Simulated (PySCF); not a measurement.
# Pb(OCH3)4 at several levels of theory

Computed with PySCF 2.14.0 (density fitting, no spin-orbit coupling) at the geometry relaxed with PBE0:

```xyz
21
Pb(OCH3)4 (singlet; a saddle point, relaxed within its symmetry)
Pb    0.0000    0.0000    0.0000
O     1.9337    0.8395    0.0000
C     3.1146    0.0849    0.0000
H     3.7163    0.3345   -0.8943
H     3.7163    0.3345    0.8943
H     2.9398   -1.0011    0.0000
O    -0.8395    1.9337    0.0000
C    -0.0849    3.1146    0.0000
H    -0.3345    3.7163   -0.8943
H    -0.3345    3.7163    0.8943
H     1.0011    2.9398    0.0000
O    -1.9337   -0.8395    0.0000
C    -3.1146   -0.0849    0.0000
H    -3.7163   -0.3345   -0.8943
H    -3.7163   -0.3345    0.8943
H    -2.9398    1.0011    0.0000
O     0.8395   -1.9337    0.0000
C     0.0849   -3.1146    0.0000
H     0.3345   -3.7163   -0.8943
H     0.3345   -3.7163    0.8943
H    -1.0011   -2.9398    0.0000
```

| level | basis | state | HOMO (eV) | gap (eV) | charge on Pb1 (e) | dipole about the centre of mass (D) | largest force component (eV/Å) |
| --- | --- | --- | --- | --- | --- | --- | --- |
| PBE0 | Pb def2-SVP with ECP60, O def2-SVP, C def2-SVP, H def2-SVP | singlet | -6.87 | 3.40 | 1.20 | 0.00 | 0.01 |
| r2SCAN | the same | singlet | -5.80 | 1.71 | 1.15 | 0.00 | 0.25 |

Charges are Mulliken's, which hang on the basis. The relaxation used the grid (50, 194), these runs (75, 302) or, all-electron (x2c bases, spin-free X2C Hamiltonian), (99, 590).

A further run in the first row's basis gives HOMO (eV) -5.62, gap (eV) 1.46, charge on Pb1 (e) 0.97, dipole about the centre of mass (D) 0.00, largest force component (eV/Å) 0.57. Which level was it?
A. BP86
B. B3LYP
C. BLYP

A. The others give HOMO -5.38 eV (BLYP); -6.62 eV (B3LYP).

In the first row's basis the gap widens with exact exchange: 1.5 to 1.7 eV for BLYP, BP86, r2SCAN (none); 3.0 to 3.4 eV for B3LYP, PBE0 (a fixed share).
